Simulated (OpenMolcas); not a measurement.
An OpenMolcas run meant for Nd2+ (ANO-RCC-VDZ, DKH4; inactive shells 1s 2s 2p 3s 3p 3d 4s 4p 4d 5s 5p; intended active space 4 electrons in 7 orbitals (4f)). One step of its input:

```
&RASSCF
FileOrb=start.orb
Symmetry=1
Spin=5
nActEl=4 0 0
Inactive=15 12
Ras2=0 7
CIRoot=35 35 1
SDav=35
CIMx=300
Iter=4 100
PrWF=0.3
OrbListing=Nothing
MaxOrb=0
Atom
>>> COPY $Project.JobIph JOB001
```

Lines from the output:

```
...
      Natural orbitals and occupation numbers for root  3
      sym 2:   0.898344   0.777771   0.696879   0.350125   0.234412   0.395807   0.646662
::    RASSCF root number  1 Total energy:  -9619.30534317
::    RASSCF root number  2 Total energy:  -9619.30534317
::    RASSCF root number  3 Total energy:  -9619.30534317
::    RASSCF root number  4 Total energy:  -9619.30534317
::    RASSCF root number  5 Total energy:  -9619.30534317
::    RASSCF root number  6 Total energy:  -9619.30534317
::    RASSCF root number  7 Total energy:  -9619.30534317
::    RASSCF root number  8 Total energy:  -9619.30534317
::    RASSCF root number  9 Total energy:  -9619.30534317
::    RASSCF root number 10 Total energy:  -9619.30534317
::    RASSCF root number 11 Total energy:  -9619.30534317
::    RASSCF root number 12 Total energy:  -9619.30534317
                  YZ= -4.6567E-03              ZZ=  2.8611E-01
--
  Molden files will not be produced
      Average orbitals are written to the RASORB file
--- Stop Module: rasscf at  /rc=_RC_NOT_CONVERGED_ ---
.#######################.
.# Convergence problem #.
.#######################.
```

**Question.** What is wrong with the input?

**Answer.** The iteration limit is far too low, so the equations stop before they converge.
